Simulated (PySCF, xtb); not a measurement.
ammonia borane (BH6N), SMILES [NH3+][BH3-].

Harmonic wavenumbers (cm⁻¹) from GFN2-xTB run with xtb at its own minimum, in rising order: 239, 616, 616, 629, 963, 963, 1140, 1190, 1255, 1255, 1503, 1503, 2456, 2456, 2474, 3426, 3456, 3456.

Q: What does B3LYP-D3(BJ)/def2-TZVP (PySCF) give at its own minimum? (The exact figures need the calculation; the answer reports its results.)

A: 267, 648, 652, 652, 1068, 1069, 1190, 1190, 1194, 1331, 1668, 1668, 2437, 2491, 2491, 3449, 3548, 3548. Paired by order, the mean absolute difference is 62 cm⁻¹ and the zero-point energies are 42.3 and 43.7 kcal/mol.
